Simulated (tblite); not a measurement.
Species: C5H2NSSe (charge -1).
SMILES with atom numbers: `[N:1]#[C:2][CH:3]=[C:4]=[CH:5][C:6](=[S:7])[Se-:8]` (hydrogens: H9 on C3; H10 on C5)
Bond orders are those of one Lewis drawing.

Computed with GFN2-xTB (tblite), gas phase: L-BFGS steps from a force-field or distance-geometry start until the largest atomic force falls under 0.01 eV/Å.

Step 33: E = -577.4287 eV
```
atom  x, y, z in Å  |  force x, y, z in eV/Å
N1     -2.9333    1.9500   -0.6785    0.007   0.068  -0.008
C2     -2.2882    1.0939   -0.2636    0.057  -0.130   0.032
C3     -1.5832   -0.0095    0.2445   -0.021  -0.032  -0.011
C4     -0.3764   -0.3574   -0.1385   -0.037   0.027  -0.005
C5      0.8435   -0.6735   -0.4335   -0.039  -0.006   0.020
C6      2.0130   -0.1989    0.3234    0.005  -0.004   0.023
S7      1.9130   -0.0700    1.9653   -0.028   0.029   0.023
Se8     3.4860    0.1739   -0.7041    0.043  -0.018  -0.049
H9     -2.1323   -0.6159    0.9601    0.007   0.025  -0.011
H10     1.0668   -1.2879   -1.2976    0.006   0.041  -0.014
```

Step 34: E = -577.4290 eV
```
atom  x, y, z in Å  |  force x, y, z in eV/Å
N1     -2.9333    1.9498   -0.6780    0.019   0.049  -0.001
C2     -2.2883    1.0931   -0.2638    0.036  -0.091   0.018
C3     -1.5833   -0.0097    0.2440   -0.021  -0.030  -0.008
C4     -0.3763   -0.3567   -0.1385   -0.025   0.017  -0.006
C5      0.8433   -0.6746   -0.4326   -0.018   0.003   0.015
C6      2.0135   -0.2001    0.3239    0.006   0.005   0.013
S7      1.9121   -0.0696    1.9658   -0.020   0.027   0.011
Se8     3.4868    0.1744   -0.7052    0.018  -0.027  -0.029
H9     -2.1322   -0.6149    0.9600    0.001   0.011  -0.001
H10     1.0665   -1.2870   -1.2981    0.005   0.036  -0.011
```

**Question.** Estimate the geometry and energy of step 35. (The exact step hangs on the optimiser's Hessian estimate; all steps are aligned on step 34, rigid shifts and turns removed.)

**Answer.** E = -577.4296 eV, largest force 0.047 eV/Å
```
atom  x, y, z in Å  |  force x, y, z in eV/Å
N1     -2.9358    1.9488   -0.6750    0.045   0.005   0.012
C2     -2.2902    1.0902   -0.2643   -0.009  -0.008  -0.006
C3     -1.5836   -0.0107    0.2426   -0.021  -0.027  -0.003
C4     -0.3761   -0.3538   -0.1403   -0.012  -0.002   0.005
C5      0.8436   -0.6736   -0.4317    0.007   0.015   0.000
C6      2.0148   -0.2009    0.3248    0.009   0.012  -0.001
S7      1.9096   -0.0664    1.9663   -0.007   0.028  -0.003
Se8     3.4912    0.1672   -0.7057   -0.015  -0.035   0.001
H9     -2.1315   -0.6137    0.9604   -0.001  -0.013   0.006
H10     1.0670   -1.2824   -1.2996    0.004   0.026  -0.009
```

The energy changes by -0.0006 eV. The first-order estimate −F·Δx gives -0.0008 eV and the mean of the old and new forces, exact on a quadratic surface, -0.0006 eV. The step makes an angle of 62° with the force vector and moves no atom by more than 0.008 Å.

What follows is the cost of the whole relaxation. Time: 0.53 s wall. Hardware: one thread, Arm Neoverse V1 (aarch64) (shared host).
